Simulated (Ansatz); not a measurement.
Ansatz (a first-principles code) input (HF/aug-cc-pV(Q+d)Z):
A basis named .json is the Basis Set Exchange file of that set.

Ansatz 0.2 input:
```yaml
crystal:
  periodic: [false, false, false]
  atoms:
    - {symbol: N, position_ang: [-1.97900603, 0.85058790, -0.80631215]}
    - {symbol: Si, position_ang: [-1.17291660, -0.43475304, 0.06691210]}
    - {symbol: N, position_ang: [0.33375125, 0.05032518, 0.73318493]}
    - {symbol: Si, position_ang: [1.89170509, 0.06663495, -0.02543377]}
    - {symbol: H, position_ang: [-2.86487874, 0.55889028, -1.22896371]}
    - {symbol: H, position_ang: [-0.92117946, -1.55440230, -0.87304259]}
    - {symbol: H, position_ang: [-2.07274536, -0.84825575, 1.17529593]}
    - {symbol: H, position_ang: [0.27775251, 0.51578418, 1.62967834]}
    - {symbol: H, position_ang: [1.76035683, -0.68529291, -1.29244026]}
    - {symbol: H, position_ang: [2.90773316, -0.58011494, 0.83994590]}
    - {symbol: H, position_ang: [2.36670542, 1.44065338, -0.31927985]}
basis:
  gaussian:
    orbitals: aug-cc-pV_Q+d_Z.json
hamiltonian:
  xc: hf
magnetization: {spin_polarized: true, initial_magnetization: 1}
```

End of the output:

```
integrals: 1.57 GiB planned
1977 factors; their error is unknown
7.14 GiB of device memory are held for the factors and their scratch space
mean field: 8.66 GiB planned
mean field evaluation 1: about -18795.1073 eV, gradient 3.4e1 eV
mean field evaluation 2: about -18799.7283 eV, gradient 2.1e1 eV
mean field evaluation 4: about -18802.0190 eV, gradient 1.2e0 eV
mean field evaluation 8: about -18802.0453 eV, gradient 1.1e-1 eV
mean field evaluation 16: about -18795.1882 eV, gradient 3.4e1 eV
mean field evaluation 32: about -18801.0461 eV, gradient 4.9e-1 eV
mean field evaluation 64: about -18799.9067 eV, gradient 6.5e0 eV
mean field -18802.12493645 eV, -690.9653468765 hartree, gradient 3.9e-5 eV, S^2 0.759599; 0 other end points of the search recorded, 0 dependent functions left out
reference -18802.12493645 eV, -690.9653468765 hartree; 25, 24 occupied and 635, 636 virtual orbitals, 1977 factors
Total energy: -18802.12493645 eV, -690.9653468765 hartree
```

It need not be the lowest isomer of its formula.
